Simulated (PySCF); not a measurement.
# `C[C@@H]1CC[Si@H](P)N1`, C₄H₁₂NPSi

Geometry:
| atom | x (Å) | y (Å) | z (Å) |
| --- | --- | --- | --- |
| C1 | -0.993 | -0.196 | -1.837 |
| C2 | -0.666 | -1.061 | -0.619 |
| C3 | -1.398 | -0.588 | 0.638 |
| C4 | -0.663 | 0.615 | 1.219 |
| Si5 | 1.151 | 0.161 | 0.889 |
| P6 | 2.353 | 1.888 | 0.095 |
| N7 | 0.746 | -1.017 | -0.294 |
| H8 | -0.446 | -0.551 | -2.708 |
| H9 | -0.704 | 0.834 | -1.646 |
| H10 | -2.057 | -0.235 | -2.059 |
| H11 | -0.945 | -2.100 | -0.841 |
| H12 | -1.371 | -1.397 | 1.369 |
| H13 | -2.442 | -0.363 | 0.414 |
| H14 | -0.948 | 1.531 | 0.702 |
| H15 | -0.911 | 0.746 | 2.268 |
| H16 | 1.782 | -0.536 | 2.026 |
| H17 | 2.621 | 2.416 | 1.344 |
| H18 | 3.535 | 1.172 | 0.078 |
| H19 | 1.347 | -1.310 | -1.046 |

The calculation used PySCF, TDDFT CAM-B3LYP/def2-SVPD circular dichroism and optical rotation, one conformer, gas phase. Geometry: GFN2-xTB.

The molecule is flexible and this is one conformer; a measurement averages over conformers. States above about 7.8 eV (minus the energy of the highest occupied orbital) lie near or above the ionisation threshold and depend on the basis.

Task: What are the CIP labels of the stereocentres?

Result: C2 R, Si5 S.

Task: List the lowest 12 singlet excitations with oscillator and rotatory strengths.

Result: Rotatory strengths R in 10⁻⁴⁰ esu² cm², velocity form and length form (origin at the centre of mass); f in length form.
| state | E (eV) | λ (nm) | f | R (velocity) | R (length) | main |
| --- | --- | --- | --- | --- | --- | --- |
| 1 | 5.86 | 211 | 0.002 | -6.0 | -6.9 | HOMO→LUMO 0.57, HOMO→LUMO+1 0.26 |
| 2 | 6.20 | 200 | 0.025 | -7.6 | -7.2 | HOMO→LUMO 0.28, HOMO→LUMO+2 0.26 |
| 3 | 6.49 | 191 | 0.053 | +54.5 | +53.4 | HOMO→LUMO+2 0.43, HOMO→LUMO+1 0.19 |
| 4 | 6.69 | 185 | 0.008 | +14.8 | +12.5 | HOMO−1→LUMO 0.23, HOMO→LUMO+4 0.22 |
| 5 | 6.93 | 179 | 0.071 | -68.3 | -67.6 | HOMO→LUMO+3 0.33, HOMO→LUMO+4 0.18 |
| 6 | 7.10 | 175 | 0.006 | -5.9 | -5.6 | HOMO→LUMO+4 0.29, HOMO−1→LUMO+1 0.21 |
| 7 | 7.20 | 172 | 0.027 | +15.0 | +14.8 | HOMO−1→LUMO+1 0.31, HOMO−1→LUMO 0.27 |
| 8 | 7.26 | 171 | 0.048 | -61.5 | -59.9 | HOMO→LUMO+5 0.44, HOMO→LUMO+3 0.30 |
| 9 | 7.41 | 167 | 0.264 | +89.0 | +88.0 | HOMO−1→LUMO+2 0.34, HOMO−1→LUMO+3 0.16 |
| 10 | 7.59 | 163 | 0.005 | +5.2 | +4.8 | HOMO→LUMO+6 0.28, HOMO→LUMO+7 0.15 |
| 11 | 7.78 | 159 | 0.051 | +11.4 | +12.1 | HOMO→LUMO+7 0.28, HOMO−2→LUMO 0.24 |
| 12 | 7.84 | 158 | 0.024 | -47.5 | -47.5 | HOMO−2→LUMO 0.30, HOMO→LUMO+8 0.17 |

Among the states computed, the strongest CD band (largest |R|) is state 9. The largest dissymmetry factor in size, g = 4R/(D+G), with D and G the electric and magnetic dipole strengths, is -0.023 for state 1 (velocity form, f = 0.002), among bands with |R| over 0.5. The mirror image has the same energies and oscillator strengths and all R with the opposite sign.
